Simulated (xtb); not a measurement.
F₂Si, triplet, from a rough starting geometry (the spin is typed, not shown lowest).

Input for xtb:
```
$ xtb mol.xyz --gfn 2 --uhf 2 --opt vtight --json

# file mol.xyz
3

Si    -0.03471761    -0.03615165     0.73241901
F      0.98151834    -0.63778062    -0.33049677
F     -0.93617195     0.63756695    -0.41307862
```

Question: Predict the total energy at the end of the optimisation from GFN2-xTB (xtb 6.7.1).

Answer: -11.138239 Ha

Question: Estimate the dipole moment that GFN2-xTB returns for this input.

Answer: 1.75 D
